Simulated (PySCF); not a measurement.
PySCF job for Al(OH)2 (AlH₂O₂), SMILES [OH][Al+][OH], charge +1, TDDFT-CAM-B3LYP/def2-SVPD. Geometry optimised at B3LYP-D3(BJ)/def2-TZVP. The multiplicity is an assumed one; other spin states were not compared. The isomer is the one that the SMILES or the coordinates give; other isomers of the formula were not compared. One conformer was computed; it need not be the lowest.

```python
import numpy as np
from pyscf import gto, scf, dft, tdscf

mol = gto.M(
    atom='''
    Al    0.00000000    0.00000000    0.00000000
    O    -0.06255546   -1.60115594   -0.00000000
    H     0.32331416   -2.47835831   -0.00000000
    O     0.06255546    1.60115594    0.00000000
    H    -0.32331416    2.47835831    0.00000000
    ''',
    basis='def2-SVPD',
    charge=1,
    spin=0,
    symmetry=True,
    max_memory=1600,
    verbose=4,
)
mf = dft.RKS(mol, xc='cam-b3lyp').density_fit(auxbasis='def2-universal-jkfit')
mf.grids.level = 3
mf.conv_tol = 1e-9
mf.max_cycle = 100
mf.kernel()
mf.grids = dft.Grids(mol).set(level=1).build(with_non0tab=True)  # coarser grid for the response kernel
td = tdscf.TDDFT(mf)
td.singlet = True
td.nstates = 10
td.conv_tol = 1e-4
td.kernel(x0=td.get_init_guess(mf, 15))
td.analyze()
tt = tdscf.TDA(mf)
tt.singlet = False
tt.nstates = 4
tt.conv_tol = 1e-4
tt.kernel(x0=tt.get_init_guess(mf, 9))
tt.analyze(verbose=3)
```

Log of the run:

```
PySCF version 2.14.0

[INPUT] verbose = 4
[INPUT] num. atoms = 5
[INPUT] num. electrons = 30
[INPUT] charge = 1
[INPUT] spin (= nelec alpha-beta = 2S) = 0
[INPUT] symmetry True subgroup None
[INPUT] Mole.unit = angstrom
[INPUT] Symbol           X                Y                Z      unit          X                Y                Z       unit  Magmom
[INPUT]  1 Al     0.000000000000   0.000000000000   0.000000000000 AA    0.000000000000   0.000000000000   0.000000000000 Bohr   0.0
[INPUT]  2 O     -0.062555460000  -1.601155940000   0.000000000000 AA   -0.118212686996  -3.025746209321   0.000000000000 Bohr   0.0
[INPUT]  3 H      0.323314160000  -2.478358310000   0.000000000000 AA    0.610975214594  -4.683418444440   0.000000000000 Bohr   0.0
[INPUT]  4 O      0.062555460000   1.601155940000   0.000000000000 AA    0.118212686996   3.025746209321   0.000000000000 Bohr   0.0
[INPUT]  5 H     -0.323314160000   2.478358310000   0.000000000000 AA   -0.610975214594   4.683418444440   0.000000000000 Bohr   0.0

nuclear repulsion = 95.7758247677837
point group symmetry = C2h
symmetry origin: [0. 0. 0.]
symmetry axis x: [ 1.00000000e+00 -1.34600829e-09  0.00000000e+00]
symmetry axis y: [1.34600829e-09 1.00000000e+00 0.00000000e+00]
symmetry axis z: [0. 0. 1.]
num. orbitals of irrep Ag = 33
num. orbitals of irrep Bg = 13
num. orbitals of irrep Au = 12
num. orbitals of irrep Bu = 28
number of shells = 36
number of NR pGTOs = 128
number of NR cGTOs = 86
basis = def2-SVPD
ecp = {}


[settings echo left out]
init E= -394.063547478246
HOMO (Bg) = -0.499405498486022  LUMO (Ag) = -0.16486510121121  gap/eV = 9.10331
cycle= 1 E= -393.493514961181  delta_E= 0.57  |g|= 0.913  |ddm|= 3.25
HOMO (Bg) = -0.501376281054383  LUMO (Ag) = -0.255422151684134  gap/eV = 6.69275
cycle= 2 E= -393.335994187527  delta_E= 0.158  |g|= 1.31  |ddm|= 4.22
HOMO (Bg) = -0.655549379504932  LUMO (Ag) = -0.278030549150197  gap/eV = 10.27281
cycle= 3 E= -393.655993174261  delta_E= -0.32  |g|= 0.0409  |ddm|= 2.57
HOMO (Bg) = -0.646572092358315  LUMO (Ag) = -0.271663976597003  gap/eV = 10.20177
cycle= 4 E= -393.656406185848  delta_E= -0.000413  |g|= 0.00568  |ddm|= 0.249
HOMO (Bg) = -0.64621905965933  LUMO (Ag) = -0.270818450355756  gap/eV = 10.21517
cycle= 5 E= -393.656417060507  delta_E= -1.09e-05  |g|= 0.00126  |ddm|= 0.0381
HOMO (Bg) = -0.646371724841834  LUMO (Ag) = -0.270986347995501  gap/eV = 10.21476
cycle= 6 E= -393.656417772585  delta_E= -7.12e-07  |g|= 0.000229  |ddm|= 0.00375
HOMO (Bg) = -0.646362560389522  LUMO (Ag) = -0.270962609927054  gap/eV = 10.21515
cycle= 7 E= -393.656417798477  delta_E= -2.59e-08  |g|= 4.06e-05  |ddm|= 0.000775
HOMO (Bg) = -0.646366785317149  LUMO (Ag) = -0.270972253726468  gap/eV = 10.21501
cycle= 8 E= -393.656417799899  delta_E= -1.42e-09  |g|= 1.09e-05  |ddm|= 0.000337
HOMO (Bg) = -0.646366149315359  LUMO (Ag) = -0.270971020449362  gap/eV = 10.21502
cycle= 9 E= -393.656417799998  delta_E= -9.87e-11  |g|= 2.46e-06  |ddm|= 6.39e-05
HOMO (Bg) = -0.64636601984997  LUMO (Ag) = -0.270971052572419  gap/eV = 10.21502
Extra cycle  E= -393.656417800005  delta_E= -7.67e-12  |g|= 9.87e-07  |ddm|= 8.04e-06
converged SCF energy = -393.656417800005
tot grids = 21656


******** <class 'pyscf.tdscf.rks.TDDFT'> for <class 'pyscf.df.df_jk.DFSymAdaptedRKS'> ********
nstates = 10 singlet
deg_eia_thresh = 1.000e-03
wfnsym = None
conv_tol = 0.0001
eigh lindep = 1e-12
eigh level_shift = 0
eigh max_cycle = 100


Excitation energies (eV)
[6.04046094 6.28555878 6.64361452 6.73502864 8.6567107  8.92355191
 9.04935217 9.11029804 9.25452613 9.34113033]

** Singlet excitation energies and oscillator strengths **
Excited State   1:   Bg      6.04046 eV    205.26 nm  f=0.0000
      15 -> 16       -0.70251
Excited State   2:   Ag      6.28556 eV    197.25 nm  f=0.0000
      14 -> 16       -0.70147
Excited State   3:   Au      6.64361 eV    186.62 nm  f=0.0711
      13 -> 16       -0.70262
Excited State   4:   Bu      6.73503 eV    184.09 nm  f=0.0759
      12 -> 16        0.69955
Excited State   5:   Au      8.65671 eV    143.22 nm  f=0.0000
      15 -> 17       -0.69884
Excited State   6:   Bu      8.92355 eV    138.94 nm  f=0.0046
      14 -> 17        0.49966
      15 -> 18       -0.49354
Excited State   7:   Bg      9.04935 eV    137.01 nm  f=0.0000
      12 -> 18        0.16694
      13 -> 17       -0.68099
Excited State   8:   Au      9.11030 eV    136.09 nm  f=0.0089
      14 -> 18        0.69916
Excited State   9:   Ag      9.25453 eV    133.97 nm  f=0.0000
      12 -> 17       -0.53445
      13 -> 18        0.45586
Excited State  10:   Bg      9.34113 eV    132.73 nm  f=0.0000
      12 -> 18       -0.68204
      13 -> 17       -0.16812

** Transition electric dipole moments (AU) **
state          X           Y           Z        Dip. S.      Osc.
  1        -0.0000     -0.0000      0.0000      0.0000      0.0000
  2        -0.0000      0.0000      0.0000      0.0000      0.0000
  3        -0.0000      0.0000     -0.6610      0.4369      0.0711
  4         0.6246      0.2644      0.0000      0.4600      0.0759
  5         0.0000      0.0000      0.0020      0.0000      0.0000
  6         0.1447     -0.0031     -0.0000      0.0209      0.0046
  7        -0.0000      0.0000     -0.0000      0.0000      0.0000
  8        -0.0000      0.0000      0.1993      0.0397      0.0089
  9        -0.0000     -0.0000     -0.0000      0.0000      0.0000
 10        -0.0000      0.0000     -0.0000      0.0000      0.0000

** Transition velocity dipole moments (imaginary part, AU) **
state          X           Y           Z        Dip. S.      Osc.
  1         0.0000      0.0000      0.0000      0.0000      0.0000
  2         0.0000      0.0000      0.0000      0.0000      0.0000
  3        -0.0000      0.0000     -0.1603      0.0257      0.0701
  4         0.1546      0.0736      0.0000      0.0293      0.0790
  5         0.0000     -0.0000      0.0055      0.0000      0.0001
  6         0.0490      0.0002      0.0000      0.0024      0.0049
  7        -0.0000     -0.0000     -0.0000      0.0000      0.0000
  8        -0.0000      0.0000      0.0722      0.0052      0.0104
  9         0.0000     -0.0000     -0.0000      0.0000      0.0000
 10        -0.0000      0.0000     -0.0000      0.0000      0.0000

** Transition magnetic dipole moments (imaginary part, AU) **
state          X           Y           Z
  1        -0.6484     -0.0644      0.0000
  2         0.0000     -0.0000      0.6559
  3        -0.0000      0.0000      0.0000
  4        -0.0000      0.0000      0.0000
  5        -0.0000     -0.0000      0.0000
  6         0.0000     -0.0000      0.0000
  7         0.1805      0.0394      0.0000
  8        -0.0000      0.0000     -0.0000
  9        -0.0000      0.0000      0.2082
 10        -0.3405      0.0232     -0.0000


******** <class 'pyscf.tdscf.rks.TDA'> for <class 'pyscf.df.df_jk.DFSymAdaptedRKS'> ********
nstates = 4 triplet
deg_eia_thresh = 1.000e-03
wfnsym = None
conv_tol = 0.0001
eigh lindep = 1e-12
eigh level_shift = 0
eigh max_cycle = 100


Excitation energies (eV)
[5.67278413 5.86848531 6.0335939  6.07580603]

** Triplet excitation energies and oscillator strengths **
Excited State   1:   Bg      5.67278 eV    218.56 nm  f=0.0000
Excited State   2:   Ag      5.86849 eV    211.27 nm  f=0.0000
Excited State   3:   Au      6.03359 eV    205.49 nm  f=0.0000
Excited State   4:   Bu      6.07581 eV    204.06 nm  f=0.0000
```

The run converged.

Cost: around 28 core-seconds (rough).
